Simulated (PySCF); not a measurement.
C5H9GeN.
Atom-mapped SMILES: `[CH2:1]=[N:2][C@@H:3]1[CH:4]=[CH:5][CH2:6][GeH2:7]1` (hydrogens: H8, H9 on C1; H10 on C3; H11 on C4; H12 on C5; H13, H14 on C6; H15, H16 on Ge7)

Computed by this run: PBE0-D3(BJ)/def2-SVP geometry optimisation, gas phase in PySCF 2.14.0; density fitting, grid level 1; the optimiser is geomeTRIC in internal coordinates, started from a GFN2-xTB structure with every atom displaced at random (about 0.01 Å).

Geometry at step 3:
```
atom  x, y, z in Å
C1      2.8004   -0.4398   -0.1284
N2      1.5618   -0.4545   -0.3872
C3      0.6296   -0.1416    0.6634
C4     -0.4649   -1.1777    0.7386
C5     -1.7020   -0.9058    0.3012
C6     -2.0368    0.4467   -0.2628
Ge7    -0.4121    1.4745    0.1399
H8      3.2161   -0.2125    0.8731
H9      3.5226   -0.6572   -0.9243
H10     1.1323   -0.0244    1.6475
H11    -0.2139   -2.1691    1.1329
H12    -2.4794   -1.6752    0.3450
H13    -2.2261    0.3936   -1.3477
H14    -2.9420    0.8731    0.1972
H15     0.2120    2.2269   -1.0397
H16    -0.6117    2.4347    1.3284
```

Question: What forces act on the atoms?

Answer: 
```
atom  Fx (eV/Å)  Fy (eV/Å)  Fz (eV/Å)
  C1     -0.103     -0.008     -0.045
  N2      0.180     -0.011      0.054
  C3      0.023      0.016      0.011
  C4     -0.040     -0.031      0.021
  C5      0.040      0.061      0.007
  C6     -0.041     -0.017      0.033
 Ge7     -0.012     -0.029      0.039
  H8     -0.031      0.008      0.060
  H9      0.042     -0.018     -0.082
 H10     -0.031      0.025     -0.010
 H11      0.005      0.002     -0.021
 H12     -0.045     -0.040     -0.013
 H13     -0.012     -0.009     -0.018
 H14     -0.002      0.008     -0.001
 H15      0.022      0.036     -0.061
 H16      0.006      0.006      0.026
```

The largest, 0.19 eV/Å, acts on N2; the rms over all components is 0.043 eV/Å. The forces sum to zero within rounding, as they must for an isolated molecule in no field.

Question: Give the force on N2 in Eh/bohr and in nN.

Answer: 0.188 eV/Å ÷ 51.422 = 0.00366 Eh/bohr, and 0.188 eV/Å × 1.602 = 0.30 nN.

Question: How far is this geometry from the end of the optimisation?

Answer: 0.013 eV above it, and 0.318 Å rms away after alignment. The bonds farthest from their final lengths, with half the difference of the two atoms' forces along the bond (positive lengthens):

| bond | now (Å) | final (Å) | force along bond (eV/Å) |
| --- | --- | --- | --- |
| Ge7–H15 | 1.532 | 1.536 | +0.06 |
| C6–Ge7 | 1.964 | 1.968 | +0.01 |
| C1–H9 | 1.096 | 1.099 | +0.06 |
| N2–C3 | 1.439 | 1.437 | +0.04 |
| C5–H12 | 1.095 | 1.096 | +0.07 |
| C1–H8 | 1.108 | 1.110 | +0.06 |

The angle farthest from its final value is Ge7–C3–H10, 112.6° against 109.9°.

The cost below is that of the whole optimisation. The run took 3.4 min of wall time on Arm Neoverse V2, one thread (shared host), and the process peaked at 0.66 GiB of memory.
